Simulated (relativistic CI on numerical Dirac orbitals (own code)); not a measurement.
Au VIII: q coefficients and field-shift factors

Computed by Dirac-Coulomb-Breit CI, KLI orbitals optimised for each configuration, derivatives by finite differences, unscaled Slater integrals, QED left out (own radial code, finite nucleus).

Configurations in the expansion (outside the closed core [Xe] 4f14): 5d4, 5d3.6s, 5d3.5f, 5d2.6s2, 5d3.6p, 5d2.6s.6p, 5d2.6p2, 5d3.6d. Levels of other configurations are missing.

With x = (α/α₀)² − 1 an excitation energy changes as ω = ω₀ + qx; K = 2q/ω₀ is the relative enhancement. Terms are leading LS components, so labels can repeat. The field-shift factor is F = δν/δ⟨r²⟩ for the transition from the lowest level.

Lowest level 5d4 5D_0.

```
   Level  ω₀ (cm⁻¹)  q (cm⁻¹)  F (GHz/fm²)
5d4 5D_1     8260.1     14200        0.793
5d4 5D_2    14899.7     21740         1.27
5d4 5D_3    19694.3     24370         1.58
5d4 5D_4    22145.1     20270         1.53
5d4 3P_0    30934.5     23170         2.93
5d4 3H_4    33093.3     23790         1.85
5d4 3G_3    38723.9     22020         2.39
5d4 3F_2    39822.1     20230         3.45
5d4 3H_5    41162.9     27350         2.34
5d4 3P_1    41678.9     27760         4.54
5d4 3H_6    44632.7     28640         2.38
5d4 3G_4    48767.2     30400         3.03
5d4 3D_2    50117.7     28130         4.36
```

At this charge configurations can still be misplaced by up to about 7 % of their energy. Terms inside the open d or f shell come out 10 to 20 % too wide with unscaled integrals. Levels and lines within the n = 5 or 6 shells can be off by up to 10 % or somewhat more, and those that change n by about 2 %, since core polarisation is missing.

(1) Which transition from the lowest level has the largest |K|?

Results:

(1) 5d4 5D_1 at 8260.1 cm⁻¹, K = 3.44.
